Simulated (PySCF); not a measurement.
# C7H13F: full NMR table

```yaml
Formula: C7H13F
SMILES: CC(C)=C(C)CCF
Point_group_of_the_computed_structure: C1
Degrees_of_unsaturation: 1
Carbon_signals: 7
Proton_signals: 5
```

Atom-mapped SMILES (the numbers label the heavy atoms): `[CH3:1][C:2]([CH3:3])=[C:4]([CH3:5])[CH2:6][CH2:7][F:8]`. Each H is labelled by its parent atom.

How the numbers were obtained: shielding tensors at HF/pcSseg-1 (GIAO), structure optimised with PBE0-D3(BJ)/def2-SVP, in PySCF 2.14.0 with density-fitted response routines (no solvent, one computed conformer, non-relativistic Hamiltonian, averaged over atoms made equivalent by symmetry, fast rotation or ring inversion).

δ = σ(ref) − σ, references computed at the same level: ¹H and ¹³C against TMS; ¹⁹F vs CFCl3.

```tsv
carbon	δC, type	δH (multiplicity)	HMBC from (2–3 bonds)	span of the C tensor (ppm)
C1	19.5, CH3	1.61 (s)	H(C3)	28
C2	139.1, C	–	H(C6), H(C3), H(C5), H(C1)	248
C3	20.4, CH3	1.77 (s)	H(C1)	28
C4	129.9, C	–	H(C7), H(C6), H(C3), H(C5), H(C1)	232
C5	19.0, CH3	1.63 (s)	H(C6)	27
C6	33.7, CH2	2.30 (m)	H(C7), H(C5)	37
C7	73.9, CH2	3.86 (m)	H(C6)	93
```

Other nuclei:
| atoms | nucleus | environment | δ (ppm) | σ (ppm) |
| --- | --- | --- | --- | --- |
| F8 | ¹⁹F | fluorine on an sp3 carbon | -191.9 | 438.3 |

1. Carbon types of the structure: 2 × C, 2 × CH2, 3 × CH3, which accounts for all hydrogens.
2. δC 139.1, 129.9: fully substituted alkene carbon; an sp2 carbon of a C=C bond.
3. δC 73.9: sp3 CH2 bonded to F; the inductive effect lowers its shielding.
4. δC 33.7: allylic sp3 CH2; aliphatic region, no heteroatom directly attached.
5. δC 20.4, 19.5, 19.0: allylic methyl carbon; aliphatic region, no heteroatom directly attached.
6. δH 1.77, 1.63, 1.61: hydrogen on an allylic methyl carbon; allylic position.

Splittings by ¹⁹F in the carbon and heteronuclear signals aren't shown, as no couplings were computed. Shifts are as computed. Against solution values, carbons near 30 ppm lie about -0 ppm off and those near 130 ppm about +7 ppm. Of 1211 compounds with measured shifts, 218 miss one by over three times the rms of a fit or turn the order of signals round; such compounds aren't used in these exercises. Unscaled 19F shifts against computed CFCl3 carry errors that often reach 10 to 50 ppm. No couplings were computed; multiplicities are counted from neighbouring protons, with m where these are inequivalent, close in shift, in a saturated or five-membered ring or joined by F or P, and br s for small geminal =CH2 splittings.
